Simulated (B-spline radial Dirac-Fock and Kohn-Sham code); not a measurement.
# Magnetic form factor of the 4d shell of Bi³⁸⁺

System: the Bi³⁸⁺ ion, configuration [Kr] 4d9.

Model: configuration-average Dirac-Fock orbitals. Program: a radial B-spline solver. ⟨j_K⟩ is the integral of the 4d radial density with the spherical Bessel function j_K(4πsr), s = sin θ/λ.

```csv
s (Å⁻¹),⟨j0⟩,⟨j2⟩,⟨j4⟩
0,1.0000,0.0000,0.0000
0.05,0.9971,0.0012,0.0000
0.1,0.9885,0.0046,0.0000
0.15,0.9742,0.0103,0.0000
0.2,0.9546,0.0180,0.0001
0.25,0.9299,0.0277,0.0003
0.3,0.9004,0.0390,0.0006
0.35,0.8667,0.0519,0.0010
0.4,0.8291,0.0660,0.0017
0.45,0.7882,0.0810,0.0027
0.5,0.7446,0.0966,0.0040
0.6,0.6515,0.1284,0.0078
0.7,0.5545,0.1591,0.0134
0.8,0.4579,0.1864,0.0209
0.9,0.3656,0.2088,0.0303
1,0.2809,0.2248,0.0413
1.1,0.2061,0.2339,0.0535
1.2,0.1425,0.2360,0.0664
1.4,0.0510,0.2209,0.0917
1.6,0.0031,0.1865,0.1125
```

Radial moments of the shell: ⟨r²⟩ = 0.1571, ⟨r⁴⟩ = 0.03630, ⟨r⁶⟩ = 0.01113 in powers of bohr.

Values without a named source are computed, but for edge energies of neutral atoms, which are taken from tables.
